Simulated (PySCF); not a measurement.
SMILES s1c(ccc1OC)C=O (C6H6O2S), GFN2-xTB optimised geometry.

```
15

C     -2.34    -2.23     0.00
O     -0.94    -2.41     0.00
C     -0.19    -1.31     0.00
C      1.19    -1.31     0.00
C      1.72    -0.02     0.00
C      0.76     0.97     0.00
C      0.95     2.40     0.00
O      0.08     3.23     0.00
S     -0.84     0.29     0.00
H     -2.67    -1.68    -0.89
H     -2.66    -1.69     0.89
H     -2.77    -3.23     0.00
H      1.77    -2.21     0.00
H      2.77     0.19     0.00
H      2.02     2.68     0.00
```

Density from CAM-B3LYP/def2-TZVP (PySCF 2.14.0) at that geometry.

Minimum of the electron density along straight lines between bonded atoms, close to the bond critical point (lines longer than 1.1 times the sum of covalent radii, or with two minima, are not listed):

| bond | length / Å | ρ at the minimum / e bohr⁻³ | ∇²ρ there / e bohr⁻⁵ | position (fraction from the first atom) |
|---|---|---|---|---|
| C1–O2 | 1.411 | [?] | -0.47 | 0.35 |
| O2–C3 | 1.333 | 0.315 | -0.61 | 0.66 |
| C3–C4 | 1.377 | 0.328 | -0.97 | 0.54 |
| C4–C5 | 1.395 | 0.316 | -0.93 | 0.49 |
| C5–C6 | 1.377 | 0.326 | -0.96 | 0.50 |
| C6–C7 | 1.435 | 0.300 | -0.89 | 0.51 |
| C7–O8 | 1.209 | [?] | -0.19 | 0.34 |
| C3–S9 | 1.731 | 0.216 | -0.46 | 0.50 |
| C6–S9 | 1.746 | 0.208 | [?] | 0.47 |
| C1–H10 | 1.094 | 0.285 | -1.01 | 0.65 |
| C1–H11 | 1.094 | 0.285 | -1.01 | 0.65 |
| C1–H12 | 1.088 | 0.289 | -1.05 | 0.65 |
| C4–H13 | 1.074 | 0.290 | -1.05 | 0.65 |
| C5–H14 | 1.075 | 0.291 | -1.07 | 0.65 |
| C7–H15 | 1.110 | 0.278 | -0.98 | 0.65 |

Question: Some entries are withheld; supply them.

Answer: 
- C1–O2, ρ at the minimum / e bohr⁻³: 0.255
- C7–O8, ρ at the minimum / e bohr⁻³: 0.425
- C6–S9, ∇²ρ there / e bohr⁻⁵: -0.41
